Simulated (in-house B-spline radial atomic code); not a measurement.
## PBEsol excitations of Os IX (Os8+)

Method: PBEsol. Computed with an all-electron radial atomic-structure program (B-spline basis): linear response of the closed shell [Xe] 4f14 with the functional's adiabatic kernel; scalar-relativistic (spin-free one-electron X2C), finite nucleus, no spin-orbit coupling, no double excitations, S, P, D and F terms only; shells from n = 3 respond. Only terms of natural parity with L up to 3 were computed.

Spin-orbit coupling is strong here, so these LS terms don't match observed levels.

Command:
```bash
python run_td.py task.json out
```
Settings (radii: box in bohr, nucleus in fm):
```
Z                        76
electrons                68
configuration            [Xe] 4f14
hamiltonian              x2c
method                   pbesol
box_radius               11.59
rms_radius               5.4126
intervals                68
```

Time taken, with all properties: 4.7 s on 1 thread of Intel(R) Xeon(R) Platinum 8375C CPU @ 2.90GHz (Ice Lake) (shared host).

The lowest states, in the order of their Tamm-Dancoff energies; the method's threshold (minus the highest occupied level) is 162.48 eV. Labels give the largest channel, * marks a mixed state, and oscillator strengths are full-response dipole values. Semilocal kernels can invert the small singlet-triplet splittings of Rydberg terms. Energies in eV:

| state | full response | Tamm-Dancoff | oscillator strength |
| --- | --- | --- | --- |
| 5p → 5d 3P | ? | ? | - |
| 5p → 5d 3F | 51.75 | 51.82 | - |
| 5p → 5d 1F | ? | ? | - |
| 4f → 5d 3P | 59.98 | 59.99 | - |
| 4f → 5d 3F | 60.30 | 60.31 | - |

(1) Where does 5p → 5d 1F lie?

(2) Where does 5p → 5d 3P lie?

(3) How large is the singlet-triplet splitting of 5p → 5d (F terms) in Tamm-Dancoff?

(4) What polarisabilities and dispersion coefficient does the method give?

Answers

(1) At 54.51 eV in full response, 54.56 eV in Tamm-Dancoff.

(2) At 51.10 eV in full response, 51.18 eV in Tamm-Dancoff.

(3) 2.75 eV, from the unrounded values.

(4) Dipole 1.417 bohr³, quadrupole 1.476 bohr⁵, C6 4.509 hartree·bohr⁶ for two such species.
